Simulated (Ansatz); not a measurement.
Input for Ansatz (development build ahead of 0.2.0):

```yaml
crystal:
  periodic: [false, false, false]
  atoms:
    - { symbol: H, position_ang: [1.59238, 3.0e-05, 0.0] }
    - { symbol: H, position_ang: [1.28826, 0.93598, 1.0e-05] }
    - { symbol: H, position_ang: [0.49206, 1.5144, 2.0e-05] }
    - { symbol: H, position_ang: [-0.49206, 1.51441, 0.0] }
    - { symbol: H, position_ang: [-1.28823, 0.93593, 0.0] }
    - { symbol: H, position_ang: [-1.59234, -2.0e-05, -2.0e-05] }
    - { symbol: H, position_ang: [-1.28824, -0.93595, 2.0e-05] }
    - { symbol: H, position_ang: [-0.49204, -1.51443, 1.0e-05] }
    - { symbol: H, position_ang: [0.49209, -1.51438, 0.0] }
    - { symbol: H, position_ang: [1.28824, -0.93594, 2.0e-05] }
basis:
  gaussian: { orbitals: def2-SVP }
total_charge: 1
magnetization:
  spin_polarized: true
  initial_magnetization: 1
hamiltonian:
  xc: hf
correlation:
  method: mp2
  frozen_orbitals: { H: 0 }
output:
  forces: true
```

The input is written out in the form of the current development build from the run's settings.

Results

- Converged: yes
- Reference energy: -5.03391 hartree
- Correlation energy: -0.16304 hartree
- Total energy: -5.19695 hartree
- Spin squared of the determinant: 0.818
- Stability test: minimum

Forces (eV/Å):
```json
{"atom": "H1", "Fx": "-0.270", "Fy": "4.760", "Fz": "0.000"}
{"atom": "H2", "Fx": "2.020", "Fy": "-2.384", "Fz": "0.000"}
{"atom": "H3", "Fx": "-0.093", "Fy": "-0.460", "Fz": "0.000"}
{"atom": "H4", "Fx": "-3.050", "Fy": "-0.665", "Fz": "0.000"}
{"atom": "H5", "Fx": "3.007", "Fy": "3.620", "Fz": "0.000"}
{"atom": "H6", "Fx": "0.270", "Fy": "-4.760", "Fz": "0.000"}
{"atom": "H7", "Fx": "-2.020", "Fy": "2.384", "Fz": "0.000"}
{"atom": "H8", "Fx": "0.092", "Fy": "0.460", "Fz": "0.000"}
{"atom": "H9", "Fx": "3.050", "Fy": "0.665", "Fz": "0.000"}
{"atom": "H10", "Fx": "-3.007", "Fy": "-3.620", "Fz": "0.000"}
```

Caution: bonds are stretched, where a single reference can fail; MP2 forces lie far from those of the mean fields; the charge can sit on one fragment and break the point group; the determinant breaks the point group.
